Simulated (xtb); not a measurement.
hexafluorodisiloxane (F₆OSi₂), singlet, at a GFN2-xTB geometry; GFN1-xTB run with xtb 6.7.1.

Here is a job for xtb.
```
$ xtb mol.xyz --gfn 1 --json

# file mol.xyz
9

F      2.21885290     0.19334445    -1.14768293
Si     1.49242503     0.32186169     0.23964350
F      2.33834457    -0.41456129     1.33748724
F      1.39842636     1.84874384     0.60070824
O      0.05739792    -0.36176336     0.18858272
Si    -1.48267425    -0.38331814    -0.20760702
F     -1.71986274     0.17718168    -1.65679789
F     -2.32640504     0.48452724     0.79431689
F     -1.97554429    -1.87206957    -0.14549515
```

What the program printed (banner, timings and long lists left out):

```
   ID    Z sym.   atoms
    1    9 F      1, 3, 4, 7-9
    2   14 Si     2, 6
    3    8 O      5

           -------------------------------------------------
          |                Calculation Setup                |
           -------------------------------------------------

           -------------------------------------------------
          |                 G F N 1 - x T B                 |
           -------------------------------------------------

          ...................................................
          :                      SETUP                      :
          :.................................................:
          :  # basis functions                  48          :
          :  # atomic orbitals                  46          :
          :  # shells                           20          :
          :  # electrons                        56          :
          :  # halogen bonds                     0          :
          :  max. iterations                   250          :
          :  Hamiltonian                  GFN1-xTB          :
          :  restarted?                      false          :
          :  GBSA solvation                  false          :
          :  PC potential                    false          :
          :  electronic temp.          300.0000000     K    :
          :  accuracy                    1.0000000          :
          :  -> integral cutoff          0.2500000E+02      :
          :  -> integral neglect         0.1000000E-07      :
          :  -> SCF convergence          0.1000000E-05 Eh   :
          :  -> wf. convergence          0.2000000E-04 e    :
          :  Broyden damping             0.4000000          :
          :  net charge                          0          :
          :  unpaired electrons                  0          :
          ...................................................

 iter      E             dE          RMSdq      gap      omega  full diag
   1    -39.9286214 -0.399286E+02  0.963E+00   10.84       0.0  T
   2    -39.9437728 -0.151514E-01  0.567E+00   10.32       1.0  T
   3    -39.8833287  0.604441E-01  0.183E+00   11.41       1.0  T
   4    -39.9533179 -0.699893E-01  0.268E-01   10.65       1.0  T
   5    -39.9534459 -0.127982E-03  0.680E-02   10.70       1.0  T
   6    -39.9535439 -0.979484E-04  0.212E-03   10.67      15.7  T
   7    -39.9535439 -0.722512E-07  0.349E-04   10.67      95.5  T
   8    -39.9535439  0.599989E-09  0.278E-04   10.67     120.0  T
   9    -39.9535439 -0.950884E-09  0.316E-05   10.67    1054.0  T
  10    -39.9535439 -0.208331E-10  0.619E-07   10.67   53866.9  T

   *** convergence criteria satisfied after 10 iterations ***

         :::::::::::::::::::::::::::::::::::::::::::::::::::::
         ::                     SUMMARY                     ::
         :::::::::::::::::::::::::::::::::::::::::::::::::::::
         :: total energy             -39.823179046496 Eh    ::
         :: gradient norm              0.036369497621 Eh/a0 ::
         :: HOMO-LUMO gap             10.671501652381 eV    ::
         ::.................................................::
         :: SCC energy               -39.953543939938 Eh    ::
         :: -> electrostatic           0.072293357836 Eh    ::
         :: repulsion energy           0.133347369395 Eh    ::
         :: dispersion energy         -0.002982475953 Eh    ::
         :: halogen bond corr.         0.000000000000 Eh    ::
         :: add. restraining           0.000000000000 Eh    ::
         :: total charge               0.000000000000 e     ::
         :::::::::::::::::::::::::::::::::::::::::::::::::::::

           -------------------------------------------------
          |                Property Printout                |
           -------------------------------------------------

    * Orbital Energies and Occupations

         #    Occupation            Energy/Eh            Energy/eV
      -------------------------------------------------------------
[...]
        16        2.0000           -0.5781898             -15.7333
        17        2.0000           -0.5691713             -15.4879
        18        2.0000           -0.5640999             -15.3499
        19        2.0000           -0.5630852             -15.3223
        20        2.0000           -0.5515751             -15.0091
        21        2.0000           -0.5464059             -14.8685
        22        2.0000           -0.5463475             -14.8669
        23        2.0000           -0.5448747             -14.8268
        24        2.0000           -0.5448378             -14.8258
        25        2.0000           -0.5421943             -14.7539
        26        2.0000           -0.5421916             -14.7538
        27        2.0000           -0.5391190             -14.6702
        28        2.0000           -0.5388504             -14.6629 (HOMO)
        29                         -0.1466799              -3.9914 (LUMO)
        30                         -0.0800838              -2.1792
        31                         -0.0758055              -2.0628
        32                         -0.0503233              -1.3694
        33                         -0.0488817              -1.3301
        34                         -0.0287807              -0.7832
        35                          0.0005831               0.0159
        36                          0.0086494               0.2354
        37                          0.1987087               5.4071
        38                          0.2119351               5.7670
        39                          0.2499365               6.8011
       ...                                ...                  ...
        46                          1.3362166              36.3603
      -------------------------------------------------------------
                  HL-Gap            0.3921705 Eh           10.6715 eV
             Fermi-level           -0.3427651 Eh           -9.3271 eV

  Mulliken/CM5 charges         n(s)   n(p)   n(d)
     1F    -0.19811 -0.17299   1.747  5.451  0.000
     2Si    0.74215  0.67042   0.745  1.188  1.325
     3F    -0.19771 -0.17244   1.745  5.452  0.000
     4F    -0.19892 -0.17382   1.747  5.452  0.000
     5O    -0.29483 -0.30234   1.593  4.702  0.000
     6Si    0.74215  0.67042   0.745  1.188  1.325
     7F    -0.19892 -0.17382   1.747  5.452  0.000
     8F    -0.19811 -0.17299   1.747  5.451  0.000
     9F    -0.19771 -0.17244   1.745  5.452  0.000

Wiberg/Mayer (AO) data.
largest (>0.10) Wiberg bond orders for each atom

 ---------------------------------------------------------------------------
     #   Z sym  total        # sym  WBO       # sym  WBO       # sym  WBO
 ---------------------------------------------------------------------------
     1   9 F    1.357 --     2 Si   1.268
     2  14 Si   5.131 --     1 F    1.268     3 F    1.268     4 F    1.267
                             5 O    1.252
     3   9 F    1.357 --     2 Si   1.268
     4   9 F    1.356 --     2 Si   1.267
     5   8 O    2.634 --     6 Si   1.252     2 Si   1.252
     6  14 Si   5.131 --     8 F    1.268     9 F    1.268     7 F    1.267
                             5 O    1.252
     7   9 F    1.356 --     6 Si   1.267
     8   9 F    1.357 --     6 Si   1.268
     9   9 F    1.357 --     6 Si   1.268
 ---------------------------------------------------------------------------

Topologies differ in total number of bonds
Writing topology from bond orders to xtbtopo.mol

 dipole moment from electron density (au)
     X       Y       Z
   0.0005  -0.0029   0.0015  total (Debye):    0.008

           -------------------------------------------------
          | TOTAL ENERGY              -39.823179046496 Eh   |
          | GRADIENT NORM               0.036369497621 Eh/α |
          | HOMO-LUMO GAP              10.671501652381 eV   |
           -------------------------------------------------

normal termination of xtb
```
